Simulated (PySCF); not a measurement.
## Correlation energy of B⁺ (boron, charge +1)

[He] 2s2, closed-shell 1S. Computed with PySCF 2.14 in 6-31G* (3s2p1d, 14 functions), with the non-relativistic Hamiltonian (point nucleus). Frozen: 1s2; 2 electrons correlated.

Total MP2 correlation energy: -33.34 mhartree.

Same-spin part 0.00 and opposite-spin part -33.34 mhartree; SCS-MP2 scales them by 1/3 and 6/5 to -40.01 mhartree.

With two correlated electrons CCSD is exact within the correlated space (frozen core and kept virtual orbitals).

```tsv
level	correlation energy (mhartree)
CCSD	-58.74
```

Diagnostics: T1 = 0.011, D1 = 0.0153, largest double amplitude 0.158.

A double-excitation amplitude exceeds 0.15, a sign of near-degeneracy.

Cost of the coupled-cluster step: 0.06 s of wall time on 1 thread of Neoverse-V1 (shared host), for 2 correlated electrons.
